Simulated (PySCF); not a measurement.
An unknown shows these calculated signals:

1H NMR (600 MHz, computed): δ 6.76 (m, 1H), 5.79 (m, 1H), 5.36 (m, 1H), 5.32 (m, 1H), 5.12 (m, 1H), 3.97 (m, 1H), 3.80 (m, 1H), 1.97 (d, 3H), 1.73 (m, 1H), 1.28 (m, 1H), 1.04 (m, 1H), 0.89 (m, 1H), -0.53 (br s, 1H).

13C{1H} NMR (computed): δ 154.0 (CH), 133.7 (CH), 24.1 (CH3), 13.4 (CH2), 5.9 (CH2).

Calculated, not measured (PySCF 2.14.0 with density-fitted response routines): NMR shieldings at PBE0/pcSseg-1/GIAO, coordinates at the GFN2-xTB level. A single conformation, no solvent, non-relativistic Hamiltonian, averaged over atoms made equivalent by symmetry, fast rotation or ring inversion.

References, each an isolated molecule treated in the same way: 1H (σ = 31.72 ppm) and 13C (σ = 186.93 ppm) against TMS.

Task: Which of these does the molecule contain: an NH or NH2 group, a Si–H bond, an OH group, a tert-butyl group, a carboxylic acid, a non-aromatic C=C double bond?

Result: 
- An NH or NH2 group: yes (δH -0.53 (br s)).
- A Si–H bond: yes (δH 5.36 (m)).
- An OH group: no.
- A tert-butyl group: no.
- A carboxylic acid: no.
- A non-aromatic C=C double bond: yes.

The data belong to SMILES [Si@@H]1(/C=C\C)CC[SiH2][SiH2]N1, C$_{5}$H$_{15}$NSi$_{3}$; they needn't prove each group on their own.

Carbon signals by region: 2 in the sp2 and nitrile region (100–160 ppm), 3 below 50 ppm.

The OH or NH signal is concentration- and solvent-dependent in practice; the value given is the gas-phase one. Shifts are as computed. Against solution values, carbons near 30 ppm lie about +3 ppm off and those near 130 ppm about +5 ppm. Of 1211 compounds with measured shifts, 218 miss one by over three times the rms of a fit or turn the order of signals round; such compounds aren't used in these exercises. No couplings were computed; multiplicities are counted from neighbouring protons, with m where these are inequivalent, close in shift, in a saturated or five-membered ring or joined by F or P, and br s for small geminal =CH2 splittings.
